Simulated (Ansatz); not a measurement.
Input file for C2H8AlFO (`[CH3][Al-]([CH3])([OH2+])[F]`):

```yaml
crystal:
  periodic: [false, false, false]
  atoms:
    - {symbol: C, position_ang: [-1.725929, 0.218294, -0.875590]}
    - {symbol: Al, position_ang: [0.165670, 0.181650, -0.398764]}
    - {symbol: C, position_ang: [1.054974, -1.439487, 0.255733]}
    - {symbol: O, position_ang: [0.331169, 1.378405, 1.224386]}
    - {symbol: F, position_ang: [1.151600, 1.267846, -1.239799]}
    - {symbol: H, position_ang: [-2.350230, -0.255330, -0.110886]}
    - {symbol: H, position_ang: [-2.095292, 1.238585, -1.016636]}
    - {symbol: H, position_ang: [-1.911248, -0.319396, -1.811372]}
    - {symbol: H, position_ang: [2.086977, -1.263742, 0.578126]}
    - {symbol: H, position_ang: [0.518785, -1.902280, 1.092271]}
    - {symbol: H, position_ang: [1.103463, -2.200431, -0.530498]}
    - {symbol: H, position_ang: [0.798461, 0.970075, 1.961253]}
    - {symbol: H, position_ang: [0.891900, 2.091113, 0.886575]}
basis:
  gaussian: {orbitals: def2-TZVPP}
correlation: {method: ccsd_t}
output: {orbitals: {seedname: orbitals}}
```

```sh
$ ansatz run in.yaml --threads 4 --pin off --events-out ev --progress --plain
```

Log, shortened:

```
Functional definition: HF
  name "HF"
  cite "Fock, Z. Phys. 61, 126 (1930) doi:10.1007/BF01340294"
  parent pbe
  exchange = exact_x
  correlation = 0
1641 factors; integrals over basis functions are off by at most 1.1e-3 eV
mean field evaluation 1: about -13514.7654 eV, gradient 5.1e1 eV
mean field evaluation 2: about -13514.8876 eV, gradient 5.1e1 eV
mean field evaluation 4: about -13520.0987 eV, gradient 4.0e0 eV
mean field evaluation 8: about -13520.1650 eV, gradient 2.6e-1 eV
mean field -13520.16530734 eV, -496.8569107477 hartree, gradient 7.2e-6 eV, S^2 0.000000; 0 other end points of the search recorded, 0 dependent functions left out
9 core orbitals not correlated: weight in the atoms' cores, before any rotation towards them, 1.000 or more for the frozen orbitals, at most 0.000 for the correlated occupied ones
reference -13520.16530734 eV, -496.8569107477 hartree; 16, 16 occupied and 253, 253 virtual orbitals, 1641 factors
second order -26.00799110 eV of doubles, -0.00000000 eV of singles
cycle   1  -26.44994996 eV  change   -4.4e-1 eV  update   9.5e-2
cycle   2  -26.96565837 eV  change   -5.2e-1 eV  update   2.7e-2
cycle   3  -27.08240567 eV  change   -1.2e-1 eV  update   1.3e-2
cycle   4  -27.07532016 eV  change    7.1e-3 eV  update   2.8e-3
cycle   5  -27.07397008 eV  change    1.4e-3 eV  update   1.2e-3
cycle   6  -27.07442683 eV  change   -4.6e-4 eV  update   3.3e-4
cycle   7  -27.07431700 eV  change    1.1e-4 eV  update   1.3e-4
cycle   8  -27.07424811 eV  change    6.9e-5 eV  update   4.1e-5
cycle   9  -27.07425233 eV  change   -4.2e-6 eV  update   1.6e-5
perturbative correction -0.87978016 eV, -0.0323313247 hartree
Total energy: -13548.11933984 eV, -497.8842024939 hartree
```

Run time 5.1 min (4 threads of a server CPU on a shared host); peak host memory 8 GiB.

The correlation energy is -27.954 eV, 3.1 % of it from (T); the T1 diagnostic reads 0.0101.
